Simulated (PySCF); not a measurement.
C7H10OSi.
Atom-mapped SMILES: `[CH2:1]=[C:2]1[CH:3]=[CH:4]/[C:5]1=[C:6](\[CH3:7])[O:8][SiH3:9]` (hydrogens: H10, H11 on C1; H12 on C3; H13 on C4; H14, H15, H16 on C7; H17, H18, H19 on Si9)

Torsions of this conformer, `[CH2:1]=[C:2]1[CH:3]=[CH:4]/[C:5]1=[C:6](\[CH3:7])[O:8][SiH3:9]`: C5–C6–O8–Si9 156°.

The closed-shell ground state was solved at several levels (PySCF, density fitting, gas phase, non-relativistic). Geometry: PBE0-D3(BJ)/def2-SVP, one conformer, isolated molecule.

```
            level  basis functions  HOMO (eV)  LUMO (eV)  gap (eV)  dipole (D)
wB97X-D/def2-SVPD              267      -7.70       0.98      8.68        1.66
    PBE0/pcSseg-1              210      -5.95      -0.72      5.23        1.72
```

Question: Estimate the row for HF/pcSseg-1, a basis of 210 functions; the other rows only guide the guess.

Answer: HOMO -8.00 eV, LUMO 3.10 eV, gap 11.10 eV, dipole 1.86 D.

Question: Over all these levels, which gives the widest orbital gap and which the narrowest?

Answer: HF/pcSseg-1 (Hartree–Fock, all exact exchange) has the widest, 11.10 eV, and PBE0/pcSseg-1 (global hybrid, 25 % exact exchange) the narrowest, 5.23 eV. The two share the basis. From the narrowest to the widest the HOMO moves by -2.05 eV and the LUMO by +3.82 eV. The HOMO need not be the same orbital at Hartree–Fock and at DFT levels.

Question: How far do the dipole and the HOMO energy spread over the levels?

Answer: The dipole runs from 1.66 to 1.86 D (mean 1.75 D) and the HOMO from -8.00 to -5.95 eV.
